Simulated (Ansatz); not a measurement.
The cluster Ag2O⁻, relaxed as a doublet with UKS PBE-D4/def2-TZVPD in Ansatz, starting from the GFN1-xTB geometry. Force threshold 0.02 eV/Å.

In the def2 sets Ag takes a core potential; there is no spin–orbit coupling. The highest occupied level of the charge -1 doublet lies above zero (up to 0.69 eV). It is a level of α spin, whose loss leaves a singlet; that state wasn't run at this geometry and level. The electron is either unbound and held by the finite basis, or the level is raised by self-interaction error. The relaxation made no stability test and no search for a lower SCF solution. No other spin state of charge -1 was run. The structure comes from a short search, and lower isomers may exist.

Start:

```xyz
3

Ag    1.331   -0.232   -0.549
Ag   -0.587   -0.205    1.321
O    -0.744    0.437   -0.771
```

(1) Estimate the energy that the relaxation releases and the steps that it takes.

(2) Does the start keep its bonding and symmetry?

(3) Predict the relaxed structure.

Results:

(1) 10.4 kJ/mol, in 5 steps; 6.5 s on 4 threads of Arm Neoverse V1 on a shared host. No frequencies were taken in this run, so the end may be a saddle point.

(2) By distances, no bond broke or formed. The bond that changes most is Ag2–O3, from 2.19 to 2.07 Å (atoms count from 1). The end is the same structure that another start reached, the lowest one found. Point group C2v at the start, C2v at the end, both within 0.05 Å.

(3) 
Cartesian coordinates in Å:
```
Ag 1.341 -0.204 -0.658
Ag -0.695 -0.175 1.326
O -0.646 0.379 -0.669
```
Bond lengths (bridged metal pairs left out): 2 × Ag–O 2.07 Å.
